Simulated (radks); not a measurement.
Initial-state core-level shifts of the thallium ion Tl2+ when its valence configuration changes from [Xe] 4f14 5d10 6s1. Method: scalar-relativistic Kohn-Sham, PBEsol, spin-unpolarised, spherical densities, point nucleus; computed with a radial shooting solver on a logarithmic mesh with Libxc functionals. Shifts are changes of the shell-averaged eigenvalues in eV (positive: less bound).

valence                     2p       4s       4d       5p
4f12 5d10 6s1 6p2      -43.469  -41.942  -39.393  -18.055
4f14 5d9.5 6s1 6p0.5    -3.126   -3.066   -3.062   -2.773
4f13 5d9 6s1 6p2       -27.832  -27.030  -25.770  -14.566
4f14 5d10 6s0.5 6p0.5   -0.895   -0.907   -0.905   -0.899
4f14 5d9 6s1 6p1        -6.280   -6.150   -6.143   -5.534
4f14 5d10 6p1           -1.775   -1.800   -1.797   -1.784
4f14 5d9.5 6s1.5        -2.234   -2.163   -2.161   -1.881
4f13 5d10 6s1 6p1      -21.270  -20.656  -19.408   -8.952
4f13.5 5d10 6s1 6p0.5  -10.515  -10.243   -9.627   -4.453
